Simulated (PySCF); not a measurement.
Simulation results for GeH₄O₂Si, ClGeH₂OSi, GeH₄OSi₂, GeH₃NOSi and others

All values are calculated (PySCF 2.14.0). Calculation on a computer-drawn molecule: the log of a Hartree-Fock and frozen-core CCSD(T) single point meant for a local Hartree-Fock minimum, with one planted fault or none, to be diagnosed. Offsets are logged minus clean, where the clean run is the same molecule without the fault. The reference is restricted for singlets and unrestricted otherwise, and also for a bond in bohr or an excited solution. Adding or removing an electron swaps singlet and doublet. The excited solution moves the top pair (singlet) or top alpha electron (doublet) to the lowest empty orbital. Highest occupied and lowest empty are orbital energies over both spins, largest force is the largest gradient component, triples share is (T) over the correlation energy, the T1 limit is 0.02 restricted and 0.045 unrestricted, electrons count all cores, a negative frequency is imaginary (commonest isotopes), and the dipole is about the centre of nuclear charge; on germanium a core potential holds 10 electrons, which the energies leave out, and 3d is frozen in MP2 and coupled-cluster steps.

Common to all runs: meant charge 0; meant basis and core potential on germanium cc-pVDZ-PP ECP10MDF; logged SCF converged yes; logged CC converged yes; logged SCF stable within its kind yes; possible faults no fault, one electron removed, one electron added, multiplicity raised by two, geometry at a saddle point, SCF held on an excited solution, minimal basis STO-3G, one bond length entered in bohr, all coordinates scaled.

(1) 
```xyz
8
formula=GeH4O2Si meant_multiplicity=1 meant_basis=cc-pV(D+d)Z logged_electrons=66 logged_basis_functions=94 logged_spin_squared=0.88 logged_highest_occupied=-9.1623 logged_lowest_empty=0.57896 logged_largest_force=0.017854 logged_T1_diagnostic=0.033697 logged_D1_diagnostic=0.14391 logged_triples_share=0.033885 logged_dipole_magnitude=4.385 logged_energy_HF=-734.27395 logged_energy_CCSD(T)=-734.87591 planted_fault=one_bond_length_entered_in_bohr,row_4_of_the_drawn_bonds HF_energy_offset_from_clean_run=63.02 CCSD(T)_energy_offset_from_clean_run=69.31
O      0.1607    -1.4993    -3.3663
Si     1.2172    -2.4130    -2.8170
Ge     2.0560    -2.1821    -0.5821
O      3.2502    -3.5051    -0.4651
H      2.3753    -4.5027    -4.2661
H      0.9542    -2.3720     0.4623
H      2.7434    -0.8317    -0.3692
H      3.7013    -3.5820     0.3636
```

Units: logged_highest_occupied, logged_lowest_empty in eV; logged_largest_force in hartree/bohr; logged_dipole_magnitude in debye; logged_energy_HF, logged_energy_CCSD(T) in hartree; HF_energy_offset_from_clean_run, CCSD(T)_energy_offset_from_clean_run in kcal/mol.

Drawn bonds:
```tsv
atom	other atom	order
1	2	2
2	3	1
3	4	1
2	5	1
3	6	1
3	7	1
4	8	1
```

(2) 
```xyz
6
formula=ClGeH2OSi meant_multiplicity=2 meant_basis=cc-pV(D+d)Z logged_electrons=73 logged_basis_functions=93 logged_spin_squared=0.8322 logged_highest_occupied=-9.4621 logged_lowest_empty=-0.37269 logged_largest_force=0.032955 logged_T1_diagnostic=0.034586 logged_D1_diagnostic=0.12622 logged_triples_share=0.030986 logged_dipole_magnitude=1.9962 logged_energy_HF=-1117.80645 logged_energy_CCSD(T)=-1118.34818 planted_fault=one_bond_length_entered_in_bohr,row_2_of_the_drawn_bonds HF_energy_offset_from_clean_run=32.65 CCSD(T)_energy_offset_from_clean_run=32.7
O     -0.8353    -0.2625     2.2812
Si     0.5753    -0.0101     1.8412
Ge     1.4924     2.3051    -1.9225
Cl     3.5928     2.8950    -1.8603
H      1.7885    -0.5666     2.4714
H      0.6821     3.5748    -2.1746
```

Units: logged_highest_occupied, logged_lowest_empty in eV; logged_largest_force in hartree/bohr; logged_dipole_magnitude in debye; logged_energy_HF, logged_energy_CCSD(T) in hartree; HF_energy_offset_from_clean_run, CCSD(T)_energy_offset_from_clean_run in kcal/mol.

Drawn bonds:
```tsv
atom	other atom	order
1	2	2
2	3	1
3	4	1
2	5	1
3	6	1
```

(3) 
```xyz
8
formula=GeH4OSi2 meant_multiplicity=1 meant_basis=cc-pV(D+d)Z logged_electrons=73 logged_basis_functions=103 logged_spin_squared=0.7619 logged_highest_occupied=-2.4651 logged_lowest_empty=6.0495 logged_largest_force=0.029346 logged_T1_diagnostic=0.021073 logged_D1_diagnostic=0.070332 logged_triples_share=0.033619 logged_dipole_magnitude=2.8366 logged_energy_HF=-948.46332 logged_energy_CCSD(T)=-948.99262 planted_fault=one_electron_added HF_energy_offset_from_clean_run=-36.3 CCSD(T)_energy_offset_from_clean_run=-42.02
O     -0.9986    -2.9133    -0.9445
Si     0.3415    -2.5385    -0.3713
Ge     0.4927    -0.9629     1.4884
Si     0.8556     0.9918     0.0008
H      1.6152    -3.1519    -0.8383
H      2.2999     0.9497    -0.3508
H      0.5829     2.2426     0.7441
H      0.0532     0.9803    -1.2432
```

Units: logged_highest_occupied, logged_lowest_empty in eV; logged_largest_force in hartree/bohr; logged_dipole_magnitude in debye; logged_energy_HF, logged_energy_CCSD(T) in hartree; HF_energy_offset_from_clean_run, CCSD(T)_energy_offset_from_clean_run in kcal/mol.

Drawn bonds:
```tsv
atom	other atom	order
1	2	2
2	3	1
3	4	1
2	5	1
4	6	1
4	7	1
4	8	1
```

(4) 
```xyz
8
formula=GeH4OSi2 meant_multiplicity=1 meant_basis=cc-pV(D+d)Z logged_electrons=72 logged_basis_functions=103 logged_spin_squared=0 logged_highest_occupied=-9.0155 logged_lowest_empty=-0.74058 logged_largest_force=3.272e-06 logged_lowest_frequency=34.049 logged_T1_diagnostic=0.023053 logged_D1_diagnostic=0.070149 logged_triples_share=0.033566 logged_dipole_magnitude=4.4133 logged_energy_HF=-948.40547 logged_energy_CCSD(T)=-948.92566 planted_fault=no_fault HF_energy_offset_from_clean_run=0 CCSD(T)_energy_offset_from_clean_run=0
O     -0.9986    -2.9133    -0.9445
Si     0.3415    -2.5385    -0.3713
Ge     0.4927    -0.9629     1.4884
Si     0.8556     0.9918     0.0008
H      1.6152    -3.1519    -0.8383
H      2.2999     0.9497    -0.3508
H      0.5829     2.2426     0.7441
H      0.0532     0.9803    -1.2432
```

Units: logged_highest_occupied, logged_lowest_empty in eV; logged_largest_force in hartree/bohr; logged_lowest_frequency in cm⁻¹; logged_dipole_magnitude in debye; logged_energy_HF, logged_energy_CCSD(T) in hartree; HF_energy_offset_from_clean_run, CCSD(T)_energy_offset_from_clean_run in kcal/mol.

Drawn bonds:
```tsv
atom	other atom	order
1	2	2
2	3	1
3	4	1
2	5	1
4	6	1
4	7	1
4	8	1
```

Notes: T1 above single-reference limit.

(5) 
```xyz
8
formula=GeH4OSi2 meant_multiplicity=1 meant_basis=cc-pV(D+d)Z logged_electrons=71 logged_basis_functions=103 logged_spin_squared=1.0829 logged_highest_occupied=-14.209 logged_lowest_empty=-5.7788 logged_largest_force=0.092593 logged_T1_diagnostic=0.092396 logged_D1_diagnostic=0.52923 logged_triples_share=0.037742 logged_dipole_magnitude=2.6533 logged_energy_HF=-948.11918 logged_energy_CCSD(T)=-948.61008 planted_fault=one_electron_removed HF_energy_offset_from_clean_run=179.7 CCSD(T)_energy_offset_from_clean_run=198
O     -0.9986    -2.9133    -0.9445
Si     0.3415    -2.5385    -0.3713
Ge     0.4927    -0.9629     1.4884
Si     0.8556     0.9918     0.0008
H      1.6152    -3.1519    -0.8383
H      2.2999     0.9497    -0.3508
H      0.5829     2.2426     0.7441
H      0.0532     0.9803    -1.2432
```

Units: logged_highest_occupied, logged_lowest_empty in eV; logged_largest_force in hartree/bohr; logged_dipole_magnitude in debye; logged_energy_HF, logged_energy_CCSD(T) in hartree; HF_energy_offset_from_clean_run, CCSD(T)_energy_offset_from_clean_run in kcal/mol.

Drawn bonds:
```tsv
atom	other atom	order
1	2	2
2	3	1
3	4	1
2	5	1
4	6	1
4	7	1
4	8	1
```

Notes: T1 above single-reference limit.

(6) 
```xyz
7
formula=GeH3NOSi meant_multiplicity=1 meant_basis=cc-pV(D+d)Z logged_electrons=63 logged_basis_functions=89 logged_spin_squared=0.7785 logged_highest_occupied=-15.931 logged_lowest_empty=-7.7864 logged_largest_force=0.05307 logged_T1_diagnostic=0.029829 logged_D1_diagnostic=0.093359 logged_triples_share=0.034555 logged_dipole_magnitude=8.4296 logged_energy_HF=-713.08179 logged_energy_CCSD(T)=-713.63272 planted_fault=one_electron_removed HF_energy_offset_from_clean_run=200.5 CCSD(T)_energy_offset_from_clean_run=213.7
O     -1.3509    -3.8858    -0.1448
Si     0.0078    -3.3782     0.2227
N      0.8922    -2.2210    -0.6246
Ge     0.3728    -1.3263    -2.1965
H      0.7835    -3.8183     1.3918
H      1.7936    -1.9904    -0.2407
H      1.7288    -0.4927    -2.2584
```

Units: logged_highest_occupied, logged_lowest_empty in eV; logged_largest_force in hartree/bohr; logged_dipole_magnitude in debye; logged_energy_HF, logged_energy_CCSD(T) in hartree; HF_energy_offset_from_clean_run, CCSD(T)_energy_offset_from_clean_run in kcal/mol.

Drawn bonds:
```tsv
atom	other atom	order
1	2	2
2	3	1
3	4	1
2	5	1
3	6	1
4	7	1
```

(7) 
```xyz
7
formula=GeH3NOSi meant_multiplicity=1 meant_basis=cc-pV(D+d)Z logged_electrons=64 logged_basis_functions=89 logged_spin_squared=0 logged_highest_occupied=-9.6504 logged_lowest_empty=0.48497 logged_largest_force=9.67e-06 logged_lowest_frequency=115.89 logged_T1_diagnostic=0.020646 logged_D1_diagnostic=0.062406 logged_triples_share=0.031157 logged_dipole_magnitude=4.9952 logged_energy_HF=-713.40139 logged_energy_CCSD(T)=-713.9733 planted_fault=no_fault HF_energy_offset_from_clean_run=0 CCSD(T)_energy_offset_from_clean_run=0
O     -1.3509    -3.8858    -0.1448
Si     0.0078    -3.3782     0.2227
N      0.8922    -2.2210    -0.6246
Ge     0.3728    -1.3263    -2.1965
H      0.7835    -3.8183     1.3918
H      1.7936    -1.9904    -0.2407
H      1.7288    -0.4927    -2.2584
```

Units: logged_highest_occupied, logged_lowest_empty in eV; logged_largest_force in hartree/bohr; logged_lowest_frequency in cm⁻¹; logged_dipole_magnitude in debye; logged_energy_HF, logged_energy_CCSD(T) in hartree; HF_energy_offset_from_clean_run, CCSD(T)_energy_offset_from_clean_run in kcal/mol.

Drawn bonds:
```tsv
atom	other atom	order
1	2	2
2	3	1
3	4	1
2	5	1
3	6	1
4	7	1
```

Notes: T1 above single-reference limit.

(8) 
```xyz
7
formula=GeH3NOSi meant_multiplicity=1 meant_basis=cc-pV(D+d)Z logged_electrons=64 logged_basis_functions=89 logged_spin_squared=0.8917 logged_highest_occupied=-7.8021 logged_lowest_empty=0.27641 logged_largest_force=0.0057394 logged_T1_diagnostic=0.041294 logged_D1_diagnostic=0.19445 logged_triples_share=0.035542 logged_dipole_magnitude=4.4417 logged_energy_HF=-713.3243 logged_energy_CCSD(T)=-713.87952 planted_fault=one_bond_length_entered_in_bohr,row_6_of_the_drawn_bonds HF_energy_offset_from_clean_run=48.38 CCSD(T)_energy_offset_from_clean_run=58.84
O     -1.3509    -3.8858    -0.1448
Si     0.0078    -3.3782     0.2227
N      0.8922    -2.2210    -0.6246
Ge     0.3728    -1.3263    -2.1965
H      0.7835    -3.8183     1.3918
H      1.7936    -1.9904    -0.2407
H      2.9353     0.2490    -2.3135
```

Units: logged_highest_occupied, logged_lowest_empty in eV; logged_largest_force in hartree/bohr; logged_dipole_magnitude in debye; logged_energy_HF, logged_energy_CCSD(T) in hartree; HF_energy_offset_from_clean_run, CCSD(T)_energy_offset_from_clean_run in kcal/mol.

Drawn bonds:
```tsv
atom	other atom	order
1	2	2
2	3	1
3	4	1
2	5	1
3	6	1
4	7	1
```

(9) 
```xyz
9
formula=CH5BGeO meant_multiplicity=1 meant_basis=cc-pVDZ logged_electrons=56 logged_basis_functions=90 logged_spin_squared=2.0128 logged_highest_occupied=-4.4631 logged_lowest_empty=0.74279 logged_largest_force=0.051705 logged_T1_diagnostic=0.017835 logged_D1_diagnostic=0.061844 logged_triples_share=0.026167 logged_dipole_magnitude=1.6201 logged_energy_HF=-433.56811 logged_energy_CCSD(T)=-434.0912 planted_fault=multiplicity_raised_by_two HF_energy_offset_from_clean_run=85.98 CCSD(T)_energy_offset_from_clean_run=103.4
O     -2.0868    -1.3392    -2.6340
B     -1.4587    -2.0692    -1.7439
C     -0.7623    -2.8174    -0.8085
Ge     0.8195    -2.1386     0.0598
H     -2.7675    -0.7764    -2.2886
H     -1.0950    -3.8180    -0.5533
H      1.1048    -0.7129    -0.4399
H      2.0508    -3.0095    -0.2322
H      0.6450    -2.0841     1.5864
```

Units: logged_highest_occupied, logged_lowest_empty in eV; logged_largest_force in hartree/bohr; logged_dipole_magnitude in debye; logged_energy_HF, logged_energy_CCSD(T) in hartree; HF_energy_offset_from_clean_run, CCSD(T)_energy_offset_from_clean_run in kcal/mol.

Drawn bonds:
```tsv
atom	other atom	order
1	2	1
2	3	2
3	4	1
1	5	1
3	6	1
4	7	1
4	8	1
4	9	1
```

(10) 
```xyz
8
formula=B2GeH4O meant_multiplicity=1 meant_basis=cc-pVDZ logged_electrons=53 logged_basis_functions=85 logged_spin_squared=0.7832 logged_highest_occupied=-16.067 logged_lowest_empty=-6.7374 logged_largest_force=0.02885 logged_T1_diagnostic=0.025862 logged_D1_diagnostic=0.090877 logged_triples_share=0.029319 logged_dipole_magnitude=3.7057 logged_energy_HF=-419.64055 logged_energy_CCSD(T)=-420.10083 planted_fault=one_electron_removed HF_energy_offset_from_clean_run=175.9 CCSD(T)_energy_offset_from_clean_run=191.8
O     -1.5469     3.8427    -1.1383
B     -0.7603     2.7384    -1.1518
B     -0.3120     1.7814     0.1867
Ge    -1.3491     0.1752     1.0139
H     -1.8599     4.1024    -0.2858
H     -0.3624     2.4158    -2.2455
H      0.7367     2.0138     0.7429
H     -0.6083    -0.8270     0.0352
```

Units: logged_highest_occupied, logged_lowest_empty in eV; logged_largest_force in hartree/bohr; logged_dipole_magnitude in debye; logged_energy_HF, logged_energy_CCSD(T) in hartree; HF_energy_offset_from_clean_run, CCSD(T)_energy_offset_from_clean_run in kcal/mol.

Drawn bonds:
```tsv
atom	other atom	order
1	2	1
2	3	1
3	4	1
1	5	1
2	6	1
3	7	1
4	8	1
```
